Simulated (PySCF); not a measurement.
Species: C₆H₇N₂ (charge -1).
Numbering: `[CH2:1]=[C:2]([CH3:3])[c:4]1[cH:5][n:6][n-:7][cH:8]1` (hydrogens: H9, H10 on C1; H11, H12, H13 on C3; H14 on C5; H15 on C8)

Jobs on this species (15 atoms, 58 electrons) with PySCF (density fitting). Hardware of each: Intel Xeon Platinum 8488C, one thread, no GPU (shared host). Times come from a shared host and carry two figures at best. Peak memory is the resident size of the whole Python process, interpreter and libraries included.

Problem. Rank these jobs by wall time, shortest first.
A. B97-D/def2-SVPD, IEF-PCM chloroform, fitting basis def2-universal-jkfit; spin–spin couplings from 15 perturbed nuclei, spin–dipole term for 2 of them; 216 basis functions
B. mPW1PW91/Sadlej pVTZ, start guess sap, fitting basis def2-qzvpp-jkfit; spin–spin couplings from 15 perturbed nuclei, spin–dipole term for 2 of them; 255 basis functions
C. PBE0/pcSseg-0, level shift 0.1 Eh; shieldings, ring-centre shieldings; 86 basis functions
D. revPBE/6-31G; shieldings, ring-centre shieldings, density and orbital grids written; 86 basis functions

Solution. C (7.0 s), D (17 s), A (28 s), B (68 s).

All jobs:

```csv
level and settings,work,basis functions,SCF cycles,wall time,peak memory
"PBE0/pcSseg-0, level shift 0.1 Eh","shieldings, ring-centre shieldings",86,10,7.0 s,0.57 GiB
revPBE/6-31G,"shieldings, ring-centre shieldings, density and orbital grids written",86,15,17 s,0.47 GiB
PBE0/pcSseg-1,"shieldings, ring-centre shieldings, charges and field gradients",171,14,19 s,0.77 GiB
"wB97X/pcSseg-1, damping 0.3 at the start, DIIS from the seventh cycle","shieldings, ring-centre shieldings, charges and field gradients",171,12,27 s,0.85 GiB
"B97-D/def2-SVPD, IEF-PCM chloroform, fitting basis def2-universal-jkfit","spin–spin couplings from 15 perturbed nuclei, spin–dipole term for 2 of them",216,12,28 s,0.89 GiB
PBE0/def2-SVPD,"6 singlets by full TDDFT, 2 Tamm–Dancoff triplets, polarisability",216,14,28 s,0.88 GiB
"HCTH407/6-311+G(2d,p), IEF-PCM water, start guess sap","spin–spin couplings from 15 perturbed nuclei, spin–dipole term for 2 of them",258,19,45 s,0.93 GiB
"mPW1PW91/Sadlej pVTZ, start guess sap, fitting basis def2-qzvpp-jkfit","spin–spin couplings from 15 perturbed nuclei, spin–dipole term for 2 of them",255,17,68 s,1.0 GiB
```

Problem. What do all jobs in the table cost together?

Solution. About 4.0 min; the longest takes about 28 % of that, and about 9.7 times as long as the shortest.

Note: B97-D ran without an empirical dispersion term, which enters the total energy and its gradient alone.
